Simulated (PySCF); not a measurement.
Job file and geometry (Å, from GFN2-xTB) of an NMR shielding run on SMILES C([SiH](C#N)C#N)C(Cl)Cl, C4H4Cl2N2Si, GIAO PBE0/pcSseg-1 NMR shielding, non-relativistic, gas phase in PySCF; density fitting, a coarse starting grid and PySCF grid level 2 are the driver's defaults:

```
$ OMP_NUM_THREADS=1 python probes_run.py task.json out

{"job": {"kind": "nmr", "xc": "PBE0", "basis": "pcSseg-1"}, "charge": 0, "multiplicity": 1}
N      1.271938     2.678976     0.873864
C      1.102104     1.745127     0.234405
Si     0.798317     0.215929    -0.796878
C      2.426223    -0.703968    -0.733115
N      3.423371    -1.265164    -0.709113
C     -0.481162    -0.861147     0.127964
C     -1.615413    -0.015532     0.649900
Cl    -2.252669     1.020837    -0.654251
Cl    -2.938847    -1.026226     1.291804
H      0.474229     0.569169    -2.173107
H     -0.029125    -1.393878     0.967141
H     -0.878998    -1.616655    -0.551397
H     -1.304357     0.653016     1.455056
```

**Question.** What does the program print?

**Answer.** 
```
coarse grid: 13824 points
cycle   1  E = -1473.2391158614  dE =  1.055e+00  |g| = 6.419e-01  |ddm| = 3.541e+00
cycle   2  E = -1472.8991262573  dE =  3.400e-01  |g| = 1.384e+00  |ddm| = 1.485e+00
cycle   3  E = -1473.3396435908  dE = -4.405e-01  |g| = 2.002e-01  |ddm| = 9.448e-01
cycle   4  E = -1473.3474041932  dE = -7.761e-03  |g| = 6.919e-02  |ddm| = 1.692e-01
cycle   5  E = -1473.3483326941  dE = -9.285e-04  |g| = 2.413e-02  |ddm| = 6.034e-02
cycle   6  E = -1473.3484745673  dE = -1.419e-04  |g| = 3.373e-03  |ddm| = 2.327e-02
cycle   7  E = -1473.3484772397  dE = -2.672e-06  |g| = 1.353e-03  |ddm| = 4.769e-03
final grid: 123728 points
cycle   8  E = -1473.3981069701  dE = -3.167e-05  |g| = 7.140e-03  |ddm| = 2.384e-02
cycle   9  E = -1473.3980971066  dE =  9.863e-06  |g| = 9.254e-03  |ddm| = 1.256e-02
cycle  10  E = -1473.3981170003  dE = -1.989e-05  |g| = 2.304e-03  |ddm| = 8.157e-03
cycle  11  E = -1473.3981179509  dE = -9.505e-07  |g| = 9.116e-04  |ddm| = 1.710e-03
cycle  12  E = -1473.3981181264  dE = -1.755e-07  |g| = 1.845e-04  |ddm| = 6.574e-04
cycle  13  E = -1473.3981181333  dE = -6.886e-09  |g| = 6.723e-05  |ddm| = 1.640e-04
cycle  14  E = -1473.3981181340  dE = -7.713e-10  |g| = 3.442e-05  |ddm| = 5.259e-05
cycle  15  E = -1473.3981181343  dE = -2.437e-10  |g| = 6.637e-06  |ddm| = 2.111e-05
converged SCF energy = -1473.3981181343

GIAO shielding tensors (ppm)
atom      isotropic    diamagn.    paramagn.     s11        s22        s33       span
  0 N     -104.082     336.002    -440.084   -310.507   -303.464    301.725    612.232
  1 C       67.495     262.840    -195.345    -44.345    -40.832    287.663    332.008
  2 Si     429.232     877.087    -447.855    394.949    419.953    472.793     77.845
  3 C       66.781     261.660    -194.879    -45.869    -43.050    289.262    335.132
  4 N     -103.641     335.692    -439.332   -305.501   -301.996    296.574    602.074
  5 C      151.453     254.296    -102.843    119.747    151.499    183.112     63.364
  6 C      102.041     243.979    -141.938     61.568    115.765    128.790     67.222
  7 Cl     646.984    1146.378    -499.395    379.966    593.588    967.397    587.431
  8 Cl     617.725    1144.558    -526.833    330.466    522.931    999.778    669.313
  9 H       26.868      25.710       1.158     23.142     25.899     31.563      8.422
 10 H       29.512      30.998      -1.486     24.192     28.798     35.546     11.354
 11 H       29.298      29.754      -0.456     25.714     29.827     32.354      6.639
 12 H       25.421      28.948      -3.528     21.394     25.785     29.083      7.689
```

**Question.** Turn these shieldings into chemical shifts. Chemical shifts δ = σref − σ; NH3 for $^{15}$N (267.73 ppm); $^{13}$C (186.93 ppm), $^{29}$Si (349.16 ppm), $^{1}$H (31.72 ppm) against TMS; HCl for $^{35}$Cl (949.78 ppm), all at this level.

**Answer.** Averaging equivalent atoms: N 0/4: 371.6; C 1/3: 119.8; C 6: 84.9; C 5: 35.5; Si 2: -80.1; Cl 7/8: 317; H 12: 6.30; H 9: 4.85; H 10/11: 2.31 ppm. Experimental scales use liquid or dissolved standards, which lie at an offset from isolated NH3 (liquid NH3: subtract about 20 ppm). Unscaled 15N shifts of sp2 nitrogen come out 20 to 40 ppm too high even then.

Size and cost of the density-fitted run: 194 basis functions, 61 s wall time on 1 thread of an Arm Neoverse N1, shared host; peak memory 0.85 GiB.
